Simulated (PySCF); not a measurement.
**Te₃: calculation against measurement**

Isolated Te₃, optimised in PySCF with density fitting and no spin–orbit coupling; def2 sets carry scalar-relativistic core potentials from Rb on. All levels below give a singlet of D3h symmetry: PBE0/def2-TZVP Te–Te 2.730 Å (×3); B3LYP/def2-TZVP Te–Te 2.768 Å (×3); PBE/def2-TZVP Te–Te 2.762 Å (×3).

Measured fundamentals (Jacox, Vibrational and Electronic Energy Levels of Polyatomic Transient Molecules, as compiled in the NIST Chemistry WebBook) beside computed harmonic wavenumbers, in cm⁻¹:

```tsv
mode as compiled	computed symmetry	measured	medium	PBE0/def2-TZVP	B3LYP/def2-TZVP	PBE/def2-TZVP
a1 sym. stretch	a1'	203	nitrogen matrix	239	224	225
b2 asym. stretch	e'	232	argon matrix	178	167	168
```

How close does each level come?

Mean absolute differences: PBE0/def2-TZVP 20.4 %, B3LYP/def2-TZVP 19.3 %, PBE/def2-TZVP 19.0 %. The mean ratio of measured to computed values at PBE/def2-TZVP is 1.141. Harmonic values should lie a little above fundamentals, yet here they lie below on average; matrices shift bands further, usually down by up to a few per cent. Differences this large suggest that the computed state or structure is not the one observed, or that an assignment is in doubt.
